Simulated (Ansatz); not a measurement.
C$_{3}$H$_{11}$MgNSi (SMILES C[Si](C)(C)[Mg][NH2]), singlet, geometry from GFN2-xTB (such geometries of metal compounds can be far from the true shape), atoms displaced at random by about 0.08 Å a coordinate; R2SCAN/STO-3G, gradient in Ansatz (an electronic-structure program).

Ansatz was given this input:
Ansatz 0.2 input:
```yaml
crystal:
  periodic: [false, false, false]
  atoms:
    - {symbol: Mg, position_ang: [-0.50352889, 1.62259388, 0.34652503]}
    - {symbol: N, position_ang: [-1.13283111, 2.66065610, 1.62657376]}
    - {symbol: H, position_ang: [-1.21535175, 2.49290788, 2.50843711]}
    - {symbol: H, position_ang: [-1.50927855, 3.60121809, 1.63268269]}
    - {symbol: Si, position_ang: [0.34477783, -0.53948308, -0.42870519]}
    - {symbol: C, position_ang: [-1.01478192, -1.82097749, -1.10788996]}
    - {symbol: C, position_ang: [0.90700471, -1.49481922, 1.16150720]}
    - {symbol: C, position_ang: [1.75210211, -0.54960642, -1.74106976]}
    - {symbol: H, position_ang: [-0.98880128, -2.78750172, -1.29085906]}
    - {symbol: H, position_ang: [-1.90081067, -1.77455667, -0.41564295]}
    - {symbol: H, position_ang: [-1.55014404, -1.32332842, -2.09646542]}
    - {symbol: H, position_ang: [-0.04669073, -1.65150476, 1.92875237]}
    - {symbol: H, position_ang: [1.86816856, -0.98119923, 1.58578856]}
    - {symbol: H, position_ang: [1.16851852, -2.41727490, 0.94497052]}
    - {symbol: H, position_ang: [2.62130918, -0.25358282, -1.20922170]}
    - {symbol: H, position_ang: [1.49390944, -0.22364225, -2.55530068]}
    - {symbol: H, position_ang: [2.04328945, -1.68942870, -1.86521699]}
basis:
  gaussian:
    orbitals: STO-3G
hamiltonian:
  xc: r2scan
output: {forces: true}
```

Task: Predict the main parts of the log of this Ansatz run.

Result: 
```
Functional definition: r2SCAN
610 factors; integrals over basis functions are off by at most 3.1e-4 eV
mean field evaluation 1: about -17875.0758 eV, gradient 3.3e1 eV
mean field evaluation 2: about -17870.7017 eV, gradient 5.2e1 eV
mean field evaluation 4: about -17878.4199 eV, gradient 2.3e0 eV
mean field evaluation 8: about -17878.3011 eV, gradient 8.1e-2 eV
mean field -17878.30112778 eV, -657.0154480983 hartree, gradient 2.2e-5 eV, S^2 0.000000; 0 other end points of the search recorded, 0 dependent functions left out
the calculation of the forces begins
reference -17878.30113663 eV, -657.0154484234 hartree; 31, 31 occupied and 18, 18 virtual orbitals, 610 factors
Total energy: -17878.30113663 eV, -657.0154484234 hartree
Atom 0 at    -0.503529     1.622594     0.346525 Å, force     0.706935    -2.088435    -0.961369 eV/Å
Atom 1 at    -1.132831     2.660656     1.626574 Å, force     0.357458     2.554555    -7.942248 eV/Å
Atom 2 at    -1.215352     2.492908     2.508437 Å, force    -0.404327    -3.090253     9.713063 eV/Å
Atom 3 at    -1.509279     3.601218     1.632683 Å, force    -0.332110     1.364472    -1.178311 eV/Å
Atom 4 at     0.344778    -0.539483    -0.428705 Å, force    -1.508256    -0.806773    -0.081479 eV/Å
Atom 5 at    -1.014782    -1.820977    -1.107890 Å, force    -3.802464     9.329501    -0.756201 eV/Å
Atom 6 at     0.907005    -1.494819     1.161507 Å, force    -2.316700     6.194164     2.803023 eV/Å
Atom 7 at     1.752102    -0.549606    -1.741070 Å, force     2.458151    -9.583763    12.008588 eV/Å
Atom 8 at    -0.988801    -2.787502    -1.290859 Å, force     1.765332    -6.119203    -1.306085 eV/Å
Atom 9 at    -1.900811    -1.774557    -0.415643 Å, force     0.806494     0.249398    -0.071947 eV/Å
Atom 10 at    -1.550144    -1.323328    -2.096465 Å, force     1.906432    -1.560724     2.608340 eV/Å
Atom 11 at    -0.046691    -1.651505     1.928752 Å, force     3.388888     1.179235    -1.981489 eV/Å
Atom 12 at     1.868169    -0.981199     1.585789 Å, force    -2.436226    -0.993302     0.007078 eV/Å
Atom 13 at     1.168519    -2.417275     0.944971 Å, force     1.822352    -5.961037    -1.598310 eV/Å
Atom 14 at     2.621309    -0.253583    -1.209222 Å, force     1.262542     1.797832    -0.363849 eV/Å
Atom 15 at     1.493909    -0.223642    -2.555301 Å, force    -2.559256     5.038413   -10.665372 eV/Å
Atom 16 at     2.043289    -1.689429    -1.865217 Å, force    -1.115245     2.495919    -0.233433 eV/Å
Dipole moment:    -0.078844     0.678541    -0.085508 e Å
```
